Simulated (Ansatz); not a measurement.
`[BH2][Al]([NH2])[NH2]` + `C#N` → `BC#N` + `[NH2][AlH][NH2]`  (formal exchange of groups at a B–Al bond)

Calculated with Ansatz (gas phase, PBE0-D4/def2-TZVP geometries, no zero-point term in ΔE). CCSD(T)/CBS adds triple-zeta CCSD(T) − MP2 to the extrapolated MP2 energy (def2 sets, frozen cores). This one scheme is used for every species. DFT in def2-TZVPP. B3LYP here is the variant with VWN-RPA as its local correlation; programs differ in this. Each species was taken in one conformer, which may not be the lowest.

`[BH2][Al]([NH2])[NH2]`:

Cartesian coordinates in Å:
```
B 0.407 -1.165 1.598
Al -0.022 0.063 -0.086
N -0.589 -0.648 -1.611
N 0.178 1.826 -0.002
H -0.272 -2.106 1.909
H 1.349 -0.979 2.318
H -0.712 -0.168 -2.488
H -0.834 -1.619 -1.716
H 0.595 2.302 0.780
H -0.101 2.494 -0.702
```

`C#N`:

```xyz
3

C    -0.007    0.017   -0.018
N     0.310   -0.739    0.783
H    -0.303    0.722   -0.765
```

`BC#N`:

```xyz
5

B    -0.597    0.063   -0.107
C     0.893   -0.093    0.160
N     2.023   -0.212    0.362
H    -1.032   -0.282   -1.158
H    -1.287    0.525    0.744
```

`[NH2][AlH][NH2]`:

```xyz
8

N    -0.506   -1.328    0.645
Al    0.514   -0.188   -0.243
N     0.025    1.504   -0.417
H    -1.384   -1.122    1.092
H    -0.273   -2.299    0.772
H     1.870   -0.683   -0.886
H    -0.813    1.925   -0.051
H     0.569    2.191   -0.912
```

Task: Is it downhill or uphill in electronic energy at CCSD(T)/CBS, and by how much? (An estimate is asked.)

Result: The calculation gave: Downhill: ΔE = -0.85 eV.

Task: What do these levels give: ωB97X-V, B3LYP, LC-ωPBE, CCSD(T)/def2-SVP, MP2/def2-TZVPP, CCSD/CBS(def2)? (Best estimate.)

Result: Computed: ωB97X-V -0.89, B3LYP -0.96, LC-ωPBE -0.87, CCSD(T)/def2-SVP -0.88, MP2/def2-TZVPP -0.94, CCSD/CBS(def2) -0.85 eV.

Largest T1 diagnostic among the species: 0.014.

In def2-TZVPP, CCSD(T) changes the Hartree–Fock value by +0.12 eV (the triples alone add −0.00 eV) and MP2 by +0.05 eV. Leaving LDA and LC-ωPBE aside and taking each functional with its dispersion term where it has one, the values, not all of them listed here, spread over 0.20 eV, from B97M-V to PBE-D4. LDA lies −0.04 eV from PBE without D4.
